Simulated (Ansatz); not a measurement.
Geometry optimisation, Ansatz 0.2.0, RKS PBE/def2-SVP.

Input file:

```yaml
crystal:
  periodic: [false, false, false]
  atoms:
    - { symbol: Mo, position_ang: [0.0, 0.0, 0.0] }
    - { symbol: F, position_ang: [0.0, 0.0, 2.12] }
    - { symbol: F, position_ang: [1.77, 0.0, 0.0] }
    - { symbol: F, position_ang: [0.0, 1.77, 0.0] }
    - { symbol: F, position_ang: [-1.77, 0.0, 0.0] }
    - { symbol: F, position_ang: [0.0, -1.77, 0.0] }
    - { symbol: Cl, position_ang: [0.0, 0.0, -2.31] }
    - { symbol: S, position_ang: [1.735, 1.8074, 0.8325] }
    - { symbol: H, position_ang: [2.7476, 1.1794, 1.5674] }
    - { symbol: H, position_ang: [0.8517, 0.8872, 1.9923] }
basis:
  gaussian: { orbitals: def2-SVP }
hamiltonian:
  xc: pbe
relax:
  f_tol: 0.15
  max_steps: 25
  restrain:
    - { distance: [0, 7], at: 2.34, k: 30.0 }
    - { distance: [9, 1], at: 0.92, k: 30.0 }
    - { distance: [0, 1], at: 2.97, k: 30.0 }
    - { distance: [9, 7], at: 2.6, k: 30.0 }
```

Command:

```bash
$ ansatz run input.yaml --threads 4 --pin off --max-ram 5120MiB --backend cpu --events-out ev --progress --plain --runs-dir out
```

Where does it end, and by what steps?

The forces met the threshold. The restraints hold the end off the free minimum; the threshold counts their pulls, which the force column leaves out. Restrained pairs: Mo1–S8 (2.64 → 2.35 Å), F2–H10 (1.24 → 0.94 Å), Mo1–F2 (2.12 → 2.98 Å), S8–H10 (1.72 → 2.61 Å). After 18 steps the energy has fallen by 5.216 eV (the restraints' own energy left out); F5 moved furthest, 1.25 Å.

| step | energy less start (eV) | largest force component (eV/Å) | accepted |
| --- | --- | --- | --- |
| 0 | 0.0000 | 6.805 | yes |
| 1 | -0.6854 | 5.859 | yes |
| 2 | -1.2484 | 4.893 | yes |
| 3 | -2.7908 | 3.855 | yes |
| 4 | -3.8018 | 2.042 | yes |
| 5 | -4.4518 | 1.441 | yes |
| 6 | -4.6232 | 1.336 | yes |
| 7 | -4.7424 | 0.727 | yes |
| 8 | -4.8286 | 1.724 | yes |
| 9 | -4.9802 | 0.838 | yes |
| 10 | -5.0807 | 0.579 | yes |
| 11 | -5.1582 | 0.454 | yes |
| 12 | -5.1815 | 0.366 | yes |
| 13 | -5.1963 | 0.951 | no |
| 14 | -5.2008 | 0.369 | yes |
| 15 | -5.2124 | 0.384 | yes |
| 16 | -5.2166 | 0.380 | yes |
| 17 | -5.2167 | 0.407 | yes |
| 18 | -5.2159 | 0.454 | yes |

```xyz
10
Properties=species:S:1:pos:R:3
Mo 0.206 0.259 -0.275
F 0.795 -0.192 2.607
F 1.757 -0.699 0.092
F -0.661 1.792 -0.889
F -1.163 0.406 1.010
F -0.513 -1.457 -0.395
Cl 0.746 0.099 -2.505
S 1.487 1.950 0.739
H 2.465 1.178 1.294
H 0.216 0.538 2.525
```

Run time: 66 s on 4 threads of Arm Neoverse V1, with other jobs on the host, peak memory 0.24 GiB.
